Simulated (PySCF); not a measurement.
# Tin: a sound run and one with changed settings

Sound run: Sn [Kr] 4d10 5s2 5p2, Sn⁺ [Kr] 4d10 5s2 5p1. All numbers are calculated (PySCF 2.14, scalar relativity through the core potential, in def2-TZVP with the def2 core potential (28 electrons)). The sound run starts from symmetry-adapted Hartree-Fock orbitals and uses a fine grid where one is needed.

A second run was set up differently.

```tsv
species	method	sound run (hartree)	changed run (hartree)	converged
Sn	UHF	-213.33992	-213.33992	yes
Sn	M06-L	-214.39908	-214.40231	yes
Sn	B3LYP	-214.32749	-214.32770	yes
Sn⁺	UHF	-213.08803	-213.08803	yes
Sn⁺	M06-L	-214.14283	-214.14381	yes
Sn⁺	B3LYP	-214.06049	-214.06040	yes
```

Ionisation energy of Sn:

```
method  sound run (eV)  changed run (eV)
   UHF           6.854             6.854
 M06-L           6.973             7.034
 B3LYP           7.265             7.274
```

(1) What was changed?
A. basis contracted for another Hamiltonian
B. minimal basis
C. all electrons correlated in a valence basis
D. angular grid far too coarse

## Answers

(1) D. It used 14 angular points. A coarse angular grid integrates products of high-l functions wrongly, so density functionals can shift, and the SCF can exploit the error; Hartree-Fock and MP2 need no grid.
